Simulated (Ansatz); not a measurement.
A structure relaxed at r2SCAN-D4/def2-SVP in Ansatz, charge 0, singlet:

Cartesian coordinates in Å:
```
Sn 1.695 5.349 0.325
Sn 0.483 3.651 -4.200
Sn -0.582 3.680 3.858
Sn -3.822 0.507 3.382
Sn -2.710 0.417 -4.474
Sn -4.854 -1.140 -0.804
Sn -1.592 2.084 -0.335
Sn 2.796 1.046 -1.078
Sn 0.597 -0.594 2.690
Sn -0.420 -2.231 -1.495
Sn 3.877 2.533 3.116
Sn 1.671 -0.512 -5.289
Sn 4.097 -3.379 -1.968
Sn -2.652 -3.831 2.221
Sn 1.712 -4.927 1.588
Sn -0.797 4.350 1.138
Sn -1.902 2.711 -3.064
Sn 3.590 3.287 0.430
Sn 2.471 1.720 -3.791
Sn -4.053 1.127 0.653
Sn -3.033 2.756 4.857
Sn 1.392 1.698 4.116
Sn -1.894 -1.519 3.626
Sn -5.172 -0.508 -3.514
Sn -0.706 -1.539 -4.211
Sn -2.897 -3.132 -0.489
Sn 0.359 0.062 -0.047
Sn 4.831 -0.886 -0.930
Sn 2.429 -2.684 3.107
Sn 1.554 -4.207 -1.122
Sn -0.752 -5.870 2.523
H 2.165 6.596 1.419
H 1.618 6.049 -1.244
H 0.252 3.854 -5.895
H 0.930 5.181 -3.555
H -0.086 5.085 4.737
H -5.343 -0.081 3.958
H -2.846 0.828 -6.149
H -6.342 -1.725 -0.143
H 4.485 3.854 4.040
H 5.008 1.243 3.260
H 1.369 -0.017 -6.912
H 2.899 -1.716 -5.341
H 4.153 -3.308 -3.684
H 5.249 -4.562 -1.470
H -4.195 -4.360 2.798
H 2.919 -6.153 1.766
H -2.004 5.575 0.953
H -3.134 3.917 -3.203
H 5.106 3.857 -0.175
H 3.986 2.299 -4.390
H -5.235 2.375 0.446
H -4.221 3.998 4.735
H -2.884 2.351 6.524
H 1.554 1.271 5.784
H -1.701 -1.917 5.300
H -6.380 0.704 -3.713
H -5.682 -1.894 -4.400
H -1.182 -2.951 -5.088
H -3.363 -4.528 -1.401
H 5.315 -1.075 0.711
H 6.203 -0.296 -1.792
H 4.033 -2.180 2.741
H 2.396 -3.089 4.782
H 1.106 -5.608 -2.033
H -0.626 -6.333 4.177
H -1.239 -7.263 1.635
```

(1) Give its formula.

(2) Summarise the bond lengths by kind (pairs closer than 1.2 times the sum of covalent radii, bridged metal pairs left out).

Results:

(1) Sn₃₁H₃₆, a nanocrystal cut from cubic tin.

(2) 44 × Sn–Sn 2.80 to 2.82 Å; 36 × H–Sn 1.72 to 1.73 Å.

In the def2 sets Sn takes a core potential; there is no spin–orbit coupling. Single mean-field runs in def2-SVP are fitted with def2-universal-jkfit.
